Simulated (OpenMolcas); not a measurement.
Hf III: from CASSCF to CASPT2

```json
{"Program": "OpenMolcas 26.06", "Basis": "ANO-R2 [8s6p5d3f1g]", "Scalar Hamiltonian": "X2C, finite nucleus", "Active space": "2 electrons in 6 orbitals (5d 6s)", "State averaging": "2S+1 = 3 even, 15 roots; 2S+1 = 1 even, 21 roots kept (CI in the orbitals of an earlier block)", "Spin-orbit coupling": "RASSI with atomic mean-field integrals over the reference wave functions, term energies averaged over their components"}
```

Methods on the same reference wave functions:
A. CASSCF
B. SS-CASPT2, IPEA 0.25 Eh, imaginary shift 0.1 Eh (closed shells correlated: 5s 5p)
C. MS-CASPT2, IPEA 0.25 Eh, imaginary shift 0.1 Eh (closed shells correlated: 5s 5p)

Energies in cm-1 above 5d2 3F2.

```csv
Level,A,B,C
5d2 3F2,0.0,0.0,0.0
5d2 3F3,3844,4170,4070
5d 6s 3D1,5091,3520,3430
5d2 3F4,7203,7450,7360
5d 6s 3D3,9724,8150,8060
5d2 3P0 [66 %],10995,9140,9460
5d2 3P1,13148,12340,12240
5d2 3P2,15197,14100,13800
5d2 1G4,17461,15950,15850
6s2 1S0 [63 %],18598,13780,12570
5d 6s 1D2,24061,19210,19420
5d2 1S0,41546,31440,32050
```

Between B and C the level of the table that moves most is 6s2 1S0 [63 %], by 1200 cm-1 (lowest in C, highest in B). Moves below CASPT2's spread within the term are not significant.

From A to B the spin-free energies of the other terms of 5d2 shown, above 3F, scale by factors of 0.71 to 0.88, as is usual when dynamic correlation screens the repulsion within a d or f shell.

The lowest spin-free term lies below A's lowest term by 0.165 hartree in B, 0.166 hartree in C.

Term energies are means over components that CASPT2 splits; among the terms shown or strongly mixed into the levels shown the widest spread is 460 cm-1 (5d2 3F, C). Over all roots computed the reference weight is 0.91 to 0.96 in B, 0.91 to 0.96 in C; the roots of lowest weight are the least certain, and an intruder state may touch them. Terms from blocks run as CI alone lack orbitals of their own. Configurations are named by rounded mean occupations; where the s occupation lies near a half they are strongly mixed, a name can repeat and a true partner stay unpaired. A single d shell beside an s shell can misplace configurations of different d count against each other. Without dynamic correlation excited terms often stand tens of per cent too high (terms of higher spin than the ground term too low), and those without a measured partner can miss by more than the paired ones (holds for A). Levels of configurations outside the active space are missing. The table leaves out levels that lie high or whose names do not pair safely across all columns.

A share in square brackets marks a mixed level and gives the weight of the term that names it, the lowest over the columns.
